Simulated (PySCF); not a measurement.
**`O=C(O)C1=C[C@@H]2C=C[C@H]12`: 4 charge schemes on one density**

C7H6O2.
Z-matrix (Å and degrees, GFN2-xTB geometry), rows numbered from 1:
```
O 
C   1  1.2065
O   2  1.3450  1  122.44
C   2  1.4582  1  125.46  3  -179.53
C   4  1.3420  2  134.45  1    -0.21
C   5  1.5066  4   94.05  2  -177.70
C   6  1.5156  5  113.57  4    83.39
C   7  1.3285  6   94.37  5   -84.03
C   8  1.5112  7   94.29  6     0.04
H   3  0.9696  2  109.89  1     0.26
H   5  1.0732  4  134.25  2    -0.09
H   6  1.0830  5  119.17  4  -128.13
H   7  1.0730  6  130.27  5    93.48
H   8  1.0729  7  135.18  6   177.31
H   9  1.0821  4  118.84  2   -54.54
```

Density: PBE0/pcSseg-1 (PySCF); schemes: Mulliken, IAO, Hirshfeld and ESP-fitted. Isolated species at its GFN2-xTB geometry (one conformer only).

Do the Mulliken, IAO, Hirshfeld and ESP-fitted schemes agree on where the charge is highest?

All schemes agree: Mulliken C2 (+0.479); IAO C2 (+0.515); Hirshfeld C2 (+0.196); ESP-fitted C2 (+0.737).

For which atoms does the sign change between the 4 schemes (beyond +0.03 e in one, beyond −0.03 e in another)?

C5 and C6. Atomic charges aren't observables, and each scheme defines them in its own way.

Give the atomic charges in each scheme.

In e:

```tsv
atom	environment	Mulliken	IAO	Hirshfeld	ESP-fitted
O1	acid carbonyl oxygen	-0.404	-0.467	-0.282	-0.556
C2	carboxylic acid carbon	+0.479	+0.515	+0.196	+0.737
O3	acid hydroxyl oxygen	-0.368	-0.485	-0.177	-0.537
C4	fully substituted alkene carbon	-0.120	-0.067	-0.021	-0.184
C5	alkene CH carbon	+0.054	-0.101	-0.012	-0.150
C6	sp3 carbon at a ring junction	-0.184	-0.123	-0.032	+0.130
C7	alkene CH carbon	-0.043	-0.158	-0.048	-0.264
C8	alkene CH carbon	-0.029	-0.152	-0.046	-0.135
C9	sp3 carbon at a ring junction	-0.127	-0.116	-0.035	-0.102
H10	acid proton	+0.242	+0.373	+0.187	+0.402
H11	vinylic hydrogen	+0.068	+0.165	+0.064	+0.169
H12	methine hydrogen	+0.138	+0.154	+0.051	+0.053
H13	vinylic hydrogen	+0.082	+0.152	+0.052	+0.170
H14	vinylic hydrogen	+0.082	+0.154	+0.054	+0.155
H15	methine hydrogen	+0.129	+0.156	+0.049	+0.112
```

Mean size of the charges over all atoms: ESP-fitted 0.257 e, IAO 0.223 e, Mulliken 0.170 e, Hirshfeld 0.087 e. Each set sums to the total charge, 0, to within 0.001 e. The ESP scheme fits charges at the nuclei, held to the total charge, to the electrostatic potential on points at 1.4 to 2.0 times the van der Waals radii.

Sum the charges by element.

```tsv
element	atoms	Mulliken	IAO	Hirshfeld	ESP-fitted
O	2	-0.772	-0.952	-0.459	-1.093
C	7	+0.032	-0.201	+0.003	+0.031
H	6	+0.740	+1.154	+0.456	+1.062
```

How many electrons does the Mulliken scheme count on C2?

Z − q = 6 − (+0.479) = 5.521.

How closely do the schemes follow one another over all atoms?

Correlation coefficient and root-mean-square difference: IAO with Hirshfeld 0.97, 0.156 e; IAO with ESP-fitted 0.95, 0.105 e; Mulliken with IAO 0.95, 0.088 e; Mulliken with Hirshfeld 0.94, 0.114 e; Hirshfeld with ESP-fitted 0.93, 0.218 e; Mulliken with ESP-fitted 0.90, 0.159 e.
